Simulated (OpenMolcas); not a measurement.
## Cr4+: moving or changing the point charges

Cr4+ among 6 point charges of -2 e arranged as a tetragonal octahedron (D4h), 2.12 Å from the ion, with the axial distance 2.417 Å.

```json
{
 "Program": "OpenMolcas 26.06",
 "Method": "CASSCF",
 "Basis": "ANO-RCC-VDZP [5s4p2d1f]",
 "Scalar Hamiltonian": "DKH2, point nucleus",
 "Active space": "2 electrons in 5 orbitals (3d)",
 "State averaging": "2S+1 = 3 even, 10 roots; 2S+1 = 1 even, 15 roots",
 "Spin-orbit coupling": "state interaction with AMFI integrals over the reference wave functions"
}
```

Runs around this geometry, states (labels of D4, the rotations of D4h). Energies in cm-1 above the lowest state or level, χT in cm3 K/mol.

```
R (Å)  q (e)  Axial / equatorial distance  Ground state  First state of that spin  First gap with spin-orbit (degeneracies)  χT at 300 K  First state of another spin
 2.12   -1.6                         1.14           3A2                  3E 499.5                              154.0 (1, 2)        0.575                    1B2 16398
 2.03     -2                         1.14           3A2                  3E 808.3                              126.7 (1, 2)        0.616                    1B2 16564
 2.12     -2                         1.14           3A2                  3E 669.0                              141.5 (1, 2)        0.593                    1B2 16484
 2.34     -2                         1.14           3A2                  3E 439.3                              164.8 (1, 2)        0.568                    1B2 16327
 2.12     -2                         1.23           3A2                  3E 812.0                              143.6 (1, 2)        0.597                    1B2 16436
```

Taking the first state of the same spin as R^-n, n = -ln(439.3 / 808.3) / ln(2.34 / 2.03) = 4.3 between the shortest and longest distance.

Scaling the charges by -1.6 / -2 = 0.80 scales the first state of the same spin by 499.5 / 669 = 0.75; with fixed orbitals a first-order splitting would follow the charge.

Without dynamic correlation the repulsion within the d shell is too large (B by tens of per cent), so at a given field states of lower spin stand too high. The ground term spreads over less than 5000 cm-1, several times less than with real ligands, so orbital moments are less quenched and χT lies further from the spin-only value than at real sites (holds for R = 2.12, q = -1.6, ratio = 1.14; R = 2.12, q = -2, ratio = 1.14; R = 2.34, q = -2, ratio = 1.14; R = 2.12, q = -2, ratio = 1.23). Spin-orbit coupling mixes the spin-free states strongly: the lowest level takes only 66 % from its leading state, 3A2 (holds for R = 2.34, q = -2, ratio = 1.14). This is an electrostatic model: the charges have no orbitals. No measured value stands beside these numbers.
